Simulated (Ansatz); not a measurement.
Basis-set extrapolation for FH$_{7}$N$_{2}$Si$_{2}$ (`N[Si](N)(F)[SiH3]`) (PBE0-D4/def2-TZVP geometry, frozen core, Ansatz). Multiplicity 1, RHF reference.

```tsv
	def2-TZVPP	def2-QZVPP
HF	-790.539560	-790.568704
MP2 correlation	-0.924429	-0.999443
CCSD(T) correlation	-1.003064	not run
```

Energies in hartree. Use E(X) = E(∞) + A·exp(−7.88·√X) for Hartree–Fock and E(X) = E(∞) + B·X^(−2.97) for correlation, with X = 3 and 4, and add CCSD(T) minus MP2 of the smaller set to the MP2 limit.

**Question.** What is the CCSD(T) energy at the basis-set limit?

**Answer.** HF limit: -790.568704 + (-0.029144) × 0.13774 = -790.57272. MP2 limit: -0.999443 + (-0.075014) × 0.74074 = -1.05501. Higher-order term: -1.003064 − (-0.924429) = -0.07864. Total: -791.70637 hartree, 102.8 kcal/mol below CCSD(T)/def2-TZVPP.
